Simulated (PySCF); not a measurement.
**A small calculation by hand: entropy of an ideal gas**

C3H5ClSi, SMILES C#C[Si@@H](C)Cl.

Geometry: PBE-D3(BJ)/def2-SVP. The structure was generated by enumeration; whether it is a known compound was not checked.

PBE-D3(BJ)/def2-SVP run with PySCF 2.14.0 gives the harmonic wavenumbers 110, 143, 164, 188, 324, 327, 507, 615, 663, 696, 708, 730, 733, 829, 866, 1216, 1374, 1378, 2086, 2187, 2980, 3084, 3093, 3389 cm⁻¹ and the rotational temperatures 0.1887, 0.1039, 0.0735 K. The molar mass is 104.61 g/mol, the symmetry number 1, the spin multiplicity 1.

Q: Work out the entropy at 298.15 K and 1 atm in the rigid-rotor, harmonic-oscillator model.

A: 
Translation (Sackur–Tetrode at 1 atm): S = R[1.5 ln M + 2.5 ln T − 1.16487] = 166.7 J/(mol K).
Rotation: q = (√π/σ) T^1.5/√(θA θB θC) = 240000, S = R[ln q + 3/2] = 115.5 J/(mol K).
Vibration: with u = 1.4388 ν/T, each mode gives R[u/(e^u − 1) − ln(1 − e^−u)]:
| ν (cm⁻¹) | modes | u | S (J/(mol K)) |
|---|---|---|---|
| 110 | 1 | 0.53 | 13.68 |
| 143 | 1 | 0.69 | 11.56 |
| 164 | 1 | 0.79 | 10.47 |
| 188 | 1 | 0.91 | 9.40 |
| 324 | 1 | 1.56 | 5.40 |
| 327 | 1 | 1.58 | 5.33 |
| 507 | 1 | 2.45 | 2.68 |
| 615 | 1 | 2.97 | 1.78 |
| 663 | 1 | 3.20 | 1.48 |
| 696 | 1 | 3.36 | 1.30 |
| 708 | 1 | 3.42 | 1.24 |
| 730 | 1 | 3.52 | 1.14 |
| 733 | 1 | 3.54 | 1.13 |
| 829 | 1 | 4.00 | 0.77 |
| 866 | 1 | 4.18 | 0.67 |
| 1216 | 1 | 5.87 | 0.16 |
| 1374 | 1 | 6.63 | 0.08 |
| 1378 | 1 | 6.65 | 0.08 |
The stiffer modes add less than 0.005 each. Sum 68.4 J/(mol K).
Spin: R ln 1 = 0.0 J/(mol K).
Total 350.6 J/(mol K); the program's own thermochemistry gives 350.6. Translation makes up 48 % and vibration 20 %. Anharmonicity, hindered rotation and orbital degeneracy are left out.
